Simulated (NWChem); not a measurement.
System meant: C₃H₆N₂; SMILES C(N)=C=CN

Input file for NWChem:

```
start job
memory heap 200 mb stack 900 mb global 1100 mb
geometry units angstroms noautoz
  N      2.361680     0.231705     0.335461
  C      1.278347    -0.356393    -0.330737
  C      0.000000     0.000000    -0.260313
  C     -1.278347     0.356393    -0.330737
  N     -2.361680    -0.231705     0.335461
  H      2.099236     0.826694     1.125574
  H      3.116216    -0.414592     0.579513
  H      1.592461    -1.166303    -1.021830
  H     -1.592461     1.166303    -1.021830
  H     -3.116216     0.414592     0.579513
  H     -2.099236    -0.826694     1.125574
end
basis spherical
  * library def2-svp
end
dft
  odft
  mult 2
  xc xpbe96 cpbe96
  iterations 150
  mulliken
end
task dft energy
```

End of the output:

```
 Summary of "ao basis" -> "" (spherical)
 ------------------------------------------------------------------------------
       Tag                 Description            Shells   Functions and Types
 ---------------- ------------------------------  ------  ---------------------
 *                          def2-svp                  on all atoms

  pbe96 is a nonlocal functional; adding pw91lda local functional.

                                 NWChem DFT Module
                                 -----------------

 Summary of "ao basis" -> "ao basis" (spherical)
 ------------------------------------------------------------------------------
       Tag                 Description            Shells   Functions and Types
 ---------------- ------------------------------  ------  ---------------------
 N                          def2-svp                 6       14   3s2p1d
 C                          def2-svp                 6       14   3s2p1d
 H                          def2-svp                 3        5   2s1p

 Summary of "ao basis" -> "ao basis" (spherical)
 ------------------------------------------------------------------------------
       Tag                 Description            Shells   Functions and Types
 ---------------- ------------------------------  ------  ---------------------
 N                          def2-svp                 6       14   3s2p1d
 C                          def2-svp                 6       14   3s2p1d
 H                          def2-svp                 3        5   2s1p

      Symmetry analysis of basis
      --------------------------

        a          51
        b          49

  number of electrons :                   38
  multiplicity        :                    2
 ------------------------------------------------------------------------
  no. of electrons and multiplicity not compatible                  38
 ------------------------------------------------------------------------
 ------------------------------------------------------------------------
  current input line :
    26: task dft energy
 ------------------------------------------------------------------------
 ------------------------------------------------------------------------
 There is an error in the input file
 ------------------------------------------------------------------------
 For more information see the NWChem manual at https://nwchemgit.github.io

0: no. of electrons and multiplicity not compatible:Received an Error in Communication
```

### Question
What is wrong, and how is it mended?

### Answer
The program refused the input. Cause: the multiplicity doesn't fit the number of electrons (an even count wants an odd multiplicity, and the reverse). This input runs:
```
start job
memory heap 200 mb stack 900 mb global 1100 mb
geometry units angstroms noautoz
  N      2.361680     0.231705     0.335461
  C      1.278347    -0.356393    -0.330737
  C      0.000000     0.000000    -0.260313
  C     -1.278347     0.356393    -0.330737
  N     -2.361680    -0.231705     0.335461
  H      2.099236     0.826694     1.125574
  H      3.116216    -0.414592     0.579513
  H      1.592461    -1.166303    -1.021830
  H     -1.592461     1.166303    -1.021830
  H     -3.116216     0.414592     0.579513
  H     -2.099236    -0.826694     1.125574
end
basis spherical
  * library def2-svp
end
dft
  xc xpbe96 cpbe96
  iterations 150
  mulliken
end
task dft energy
```
It converges to -226.91818 Ha (PBE/def2-SVP).
